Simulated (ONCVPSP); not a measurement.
# Mn (Z = 25): one change to an ONCV potential, before and after

ONCVPSP 4.0.1 input, shortened (lines: element, Z, core and valence counts, functional; n l f; lmax; l rc ep ncon nbas qcut; lloc lpopt rc5 dvloc0; l nproj debl; icmod fcfact rcfact), PBE, scalar-relativistic:

```
  Mn 25.00    5    2        4      upf
    1    0    2.00
    2    0    2.00
    2    1    6.00
    3    0    2.00
    3    1    6.00
    3    2    5.00
    4    0    2.00
    2
    0    2.55    0.00    3    6    2.80
    1    2.35    0.19    4    8    4.20
    2    1.25    0.00    3    7   12.20
    4    5    1.15    6.00
    0    2    3.80
    1    2    3.10
    2    2    1.20
    3    4.75    1.10
```

In the p channel the program set the typed energies aside and used 0.050, 3.150 Ha.

All-electron outer shells of the reference configuration (PBE, scalar-relativistic, ld1.x):

```csv
shell,level (eV),outermost node (bohr),outermost maximum (bohr)
3p,-54.59,0.31,0.75
3d,-6.77,–,0.76
4s,-5.11,1.05,2.51
```

Change: d: ncon 5, nbas 9.

Cutoffs: the cutoffs (Ha) at which the residual kinetic energy of the hardest occupied pseudo-wave falls to 1 and 0.1 mHa per electron; they do not see the model core or the augmentation charge, which bear on the density cutoff. Errors are all-electron minus pseudo energies relative to the spin-unpolarised reference configuration.

Question: Predict the effect on cutoff, ghosts and configuration errors.

Answer: The potential gets harder (56 Ha and 63 Ha → 62 Ha and 70 Ha); the errors of the 4 common tests hardly move; neither file shows a bound ghost.

| quantity | base | changed |
| --- | --- | --- |
| cutoff, loose | 56 Ha | 62 Ha |
| cutoff, tight | 63 Ha | 70 Ha |
| loose cutoff by channel | s 3.3 Ha, d 56 Ha | s 3.3 Ha, d 62 Ha |
| bound ghosts | none | none |
| GHOST(+) flags under 300 eV | s at 88.7 eV, p at 137.2 eV | s at 88.7 eV, p at 137.2 eV |
| error for 3d5 4s1, meV [ΔE 8.42 eV] | +3.2 | +2.8 |
| error for 3d5 4s0, meV [ΔE 24.02 eV] | +57 | +55 |
| error for 3d4 4s0, meV [ΔE 56.53 eV] | +47 | +44 |
| error for 3d5 4s0 4p1, meV [ΔE 13.16 eV] | +7.5 | +6.7 |
| s: phases at 2.59 bohr within 0.05 rad from the reference energy up to (Ha; the scan ends near 5) | 1.5 | 1.5 |
| p: phases at 2.38 bohr within 0.05 rad from the reference energy up to (Ha; the scan ends near 5) | 3.6 | 3.6 |
| d: phases at 1.27 bohr within 0.05 rad from the reference energy up to (Ha; the scan ends near 5) | to the end of the scan | to the end of the scan |
| rms error of d²Exc/dni dnj with the model core, mHa | 9.08 | 9.13 |
